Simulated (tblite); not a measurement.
Compound: C₇H₅ (doublet state).
SMILES: `C#CC1=CCC=[C]1`

Level: GFN2-xTB in tblite, geometry and Hessian alike; calculated harmonic values, unscaled, isolated species. Against measured fundamentals such values can be off by several per cent, at times by over 20. Open shells enter through the occupations alone, without spin polarisation, and single modes of such species can be off by tens of per cent.

Harmonic wavenumbers (cm⁻¹): 142.2, 142.7, 307.1, 371.5, 445.0, 541.5, 545.6, 660.4, 661.9, 719.2, 735.7, 746.0, 856.1, 906.2, 956.2, 1024.8, 1027.5, 1135.7, 1196.7, 1205.0, 1272.0, 1385.2, 1558.6, 1624.4, 2253.0, 2945.6, 2966.9, 3127.8, 3157.7, 3399.0.

A = 9225, B = 1891, C = 1585 MHz; mass 89.039 u (most abundant isotopes); point group Cs, symmetry number 1; spin multiplicity 2.

Task: Zero-point energy?

Result: Half the sum of the wavenumbers: 19009 cm⁻¹ = 227.39 kJ/mol.

Task: Entropy at 350 K, 1 bar (ideal gas, RRHO, classical rotation)?

Result: Translation 168.17, rotation 114.36, vibration 64.44, spin (R ln 2) 5.76: S = 352.7 J/(mol K).

Task: And Cp and H(350 K) − H(0)?

Result: Cp = 123.88 J/(mol K), of which vibrations give 90.62 (their classical limit is 30 R = 249.4); H(350 K) − H(0) = 25.37 kJ/mol without the zero-point energy, 13.73 from vibrations.

Task: Which modes carry the vibrational entropy at 350 K?

Result: 142.2 cm⁻¹: 12.90; 142.7 cm⁻¹: 12.87; 307.1 cm⁻¹: 6.91; 371.5 cm⁻¹: 5.56; 445.0 cm⁻¹: 4.36; 541.5 cm⁻¹: 3.19 J/(mol K); the other 24 give 18.66 together.

Task: Blend soft modes into free rotors: weight 1/[1 + (100 cm⁻¹/ν̃)⁴] for the oscillator and the rest for a rotor with moment μB/(μ + B), μ = h/(8π²ν), B = 10⁻⁴⁴ kg m². What vibrational entropy results?

Result: 63.79 J/(mol K) in place of 64.44, which changes −T·S at 350 K by +0.22 kJ/mol.

Task: What must be added to the electronic energy to get the Gibbs energy at 350 K and 1 bar?

Result: ZPE + [H(350 K) − H(0)] − T·S = 227.39 + 25.37 − 123.46 = 129.30 kJ/mol.

Hindered rotation and anharmonicity are outside this model.
